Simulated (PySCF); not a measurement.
CH₄MgSSe, SMILES C[S][Mg][SeH]. Geometry optimised at PBE-D3(BJ)/def2-SVP. The structure was generated by enumeration; whether it is a known compound was not checked. Other conformers were not sampled.

Q: Give the equilibrium geometry at PBE-D3(BJ)/def2-SVP (PySCF confirms it by a frequency run) as Cartesian coordinates in Å. (The exact figures need the calculation; the answer reports its results.)

A: One answer among several that fit: 
```xyz
8

Mg     0.3788     0.0375    -0.0820
S      2.2243    -0.8647    -1.1558
C      1.5461    -2.3980    -1.9368
H      1.1703    -3.1200    -1.1863
H      2.3854    -2.8743    -2.4790
H      0.7466    -2.1777    -2.6703
Se    -1.5445     1.0492     1.0346
H     -1.2021     0.2716     2.2567
```
Charge 0, spin multiplicity 1.
